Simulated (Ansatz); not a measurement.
Isomers of GeH$_{10}$Si$_{3}$, relaxed with PBE0-D4/def2-TZVP in Ansatz; electronic energies, one conformer each and not always the lowest. Functionals use def2-TZVPP; CBS adds triple-zeta CCSD(T) − MP2 to the MP2 limit of def2-TZVPP and def2-QZVPP.

Outer-core shells of Ge are correlated without core-valence functions. Scalar relativity is left out up to krypton. Spin–orbit coupling is left out.

Task: Order them by energy at frozen-core CCSD(T)/CBS, lowest first. (Best estimate.)
A. `[SiH3][GeH]([SiH3])[SiH3]`
B. `[SiH3][SiH2][SiH2][GeH3]`
C. `[SiH3][SiH2][GeH2][SiH3]`

Result: A (0.0 kcal/mol), C (4.8 kcal/mol), B (8.4 kcal/mol).

Task: How do PBE-D4, B3LYP-D4, HF/CBS(def2), PBE0-D4 place them (kcal/mol, against `[SiH3][GeH]([SiH3])[SiH3]`)? (Best estimate.)

Result: The calculation gave: 
| isomer | PBE-D4 | B3LYP-D4 | HF/CBS(def2) | PBE0-D4 |
| --- | --- | --- | --- | --- |
| `[SiH3][SiH2][SiH2][GeH3]` | 5.9 | 7.9 | 8.4 | 6.3 |
| `[SiH3][SiH2][GeH2][SiH3]` | 3.5 | 4.5 | 4.6 | 3.7 |

B3LYP here is the variant with VWN-RPA as its local correlation; programs differ in this.
